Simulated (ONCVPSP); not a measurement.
# Transferability test, ONCV potential for Be

beryllium (Be), optimised norm-conserving Vanderbilt (ONCV), made with ONCVPSP 4.0.1 (PBE, scalar-relativistic). Core none, reference 1s2 2s2. Waves: 1s+2s: rc 0.90 bohr, ncon 4, nbas 9, qcut 12.7 1/bohr, 2 projectors; p scattering state at 0.03 Ha: rc 0.75 bohr, ncon 4, nbas 8, qcut 10.1 1/bohr, local; d scattering state at 0.32 Ha: rc 0.75 bohr, ncon 5, nbas 8, qcut 11.9 1/bohr, 3 projectors, debl 2.2 Ha. Local part: the p channel. Core correction: none.

Energies are relative to the spin-unpolarised reference configuration 1s2 2s2; without spin polarisation the order of configurations can differ from experiment.

Question: Give the all-electron excitation energy and the error of the potential for: 1s2 2s1; 1s2 2s0; 1s2 2s1.5; 1s2 2s0 2p1.

Answer:

```
valence configuration  charge  ΔE all-electron (eV)  error AE − PS (meV)
              1s2 2s1      +1                 9.551                 +0.6
              1s2 2s0      +2                27.499                 +4.9
            1s2 2s1.5    +0.5                 3.761                 +0.1
          1s2 2s0 2p1      +1                13.460                 +5.3
```

Levels in the configuration 1s2 2s1.5:

| level | all-electron (eV) | pseudo (eV) |
| --- | --- | --- |
| 1s | -111.593 | -111.571 |
| 2s | -9.498 | -9.497 |
